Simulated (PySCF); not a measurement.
PySCF input (BP86/6-31G* (5d)):

```python
from pyscf import gto, dft

mol = gto.M(
    atom='''
    F    -0.00000000   -0.00000000   -1.11767544
    S     0.00000000    0.00000000    0.62869244
    ''',
    basis='6-31g*',
    charge=-1,
    spin=0,
    verbose=4,
)

mf = dft.RKS(mol, xc='bp86')
mf.grids.level = 3
mf.conv_tol = 1e-9
mf.max_cycle = 100
mf.max_memory = 1500
mf.kernel()
if not mf.converged:
    mf = mf.newton()
    mf.kernel(mf.make_rdm1())
mf.dip_moment()
```

Output:

```
PySCF version 2.14.0

[INPUT] verbose = 4
[INPUT] num. atoms = 2
[INPUT] num. electrons = 26
[INPUT] charge = -1
[INPUT] spin (= nelec alpha-beta = 2S) = 0
[INPUT] symmetry False subgroup None
[INPUT] Mole.unit = angstrom
[INPUT] Symbol           X                Y                Z      unit          X                Y                Z       unit  Magmom
[INPUT]  1 F      0.000000000000   0.000000000000  -1.117675440000 AA    0.000000000000   0.000000000000  -2.112100477753 Bohr   0.0
[INPUT]  2 S      0.000000000000   0.000000000000   0.628692440000 AA    0.000000000000   0.000000000000   1.188056528185 Bohr   0.0

nuclear repulsion = 43.6342876235676
number of shells = 14
number of NR pGTOs = 78
number of NR cGTOs = 32
basis = 6-31g*
ecp = {}

******** <class 'pyscf.dft.rks.RKS'> ********
method = RKS
initial guess = minao
damping factor = 0
level_shift factor = 0
DIIS = <class 'pyscf.scf.diis.CDIIS'>
diis_start_cycle = 1
diis_space = 8
diis_damp = 0
SCF conv_tol = 1e-09
SCF conv_tol_grad = None
SCF max_cycles = 100
direct_scf = True
direct_scf_tol = 1e-13
XC library pyscf.dft.libxc version 7.1.2
    S. Lehtola, C. Steigemann, M. J. T. Oliveira, and M. A. L. Marques,  SoftwareX 7, 1–5 (2018)
XC functionals = bp86
    A. D. Becke,  Phys. Rev. A 38, 3098 (1988)
    J. P. Perdew,  Phys. Rev. B 33, 8822 (1986)
    J. P. Perdew,  Phys. Rev. B 34, 7406–7406 (1986)
radial grids:
    Treutler-Ahlrichs [JCP 102, 346 (1995); DOI:10.1063/1.469408] (M4) radial grids

becke partition: Becke, JCP 88, 2547 (1988); DOI:10.1063/1.454033
pruning grids: <function nwchem_prune>
grids dens level: 3
symmetrized grids: False
atomic radii adjust function: <function treutler_atomic_radii_adjust>
small_rho_cutoff = 0
Set gradient conv threshold to 3.16228e-05
Initial guess from minao.
tot grids = 33144
init E= -497.993739224188
  HOMO = -0.252649439172847  LUMO = -0.140071546594559  gap/eV = 3.06340
cycle= 1 E= -497.962024022097  delta_E= 0.0317  |g|= 0.576  |ddm|= 1.54
  HOMO = 0.1755745329912  LUMO = 0.270970243642018  gap/eV = 2.59585
cycle= 2 E= -497.835547290977  delta_E= 0.126  |g|= 1.05  |ddm|= 1.28
  HOMO = 0.108683933996609  LUMO = 0.200721776554171  gap/eV = 2.50448
cycle= 3 E= -498.020023006145  delta_E= -0.184  |g|= 0.192  |ddm|= 0.748
  HOMO = 0.0815400654282372  LUMO = 0.179097217056394  gap/eV = 2.65467
cycle= 4 E= -498.030897964068  delta_E= -0.0109  |g|= 0.0182  |ddm|= 0.27
  HOMO = 0.0830070302009914  LUMO = 0.181041319520812  gap/eV = 2.66765
cycle= 5 E= -498.030962455909  delta_E= -6.45e-05  |g|= 0.00636  |ddm|= 0.0211
  HOMO = 0.0827196821159473  LUMO = 0.180631197302783  gap/eV = 2.66431
cycle= 6 E= -498.030973789348  delta_E= -1.13e-05  |g|= 0.000772  |ddm|= 0.00644
  HOMO = 0.0827185993404138  LUMO = 0.180593884813891  gap/eV = 2.66332
cycle= 7 E= -498.030973924733  delta_E= -1.35e-07  |g|= 0.000166  |ddm|= 0.000661
  HOMO = 0.0827115792618282  LUMO = 0.180582296589561  gap/eV = 2.66320
cycle= 8 E= -498.030973931565  delta_E= -6.83e-09  |g|= 8.95e-06  |ddm|= 0.000159
  HOMO = 0.0827112476825062  LUMO = 0.180582414363331  gap/eV = 2.66321
cycle= 9 E= -498.030973931588  delta_E= -2.29e-11  |g|= 9.02e-07  |ddm|= 9.82e-06
  HOMO = 0.0827111566910446  LUMO = 0.180582282903203  gap/eV = 2.66321
Extra cycle  E= -498.030973931587  delta_E= 4.55e-13  |g|= 2.24e-06  |ddm|= 2.27e-06
converged SCF energy = -498.030973931587

WARN: System has nonzero charge -1; the dipole moment is origin-dependent.
Location of origin: [0. 0. 0.]

Dipole moment(X, Y, Z, Debye): -0.00000,  0.00000, -0.85939
```

The dipole moment of an ion depends on the origin.
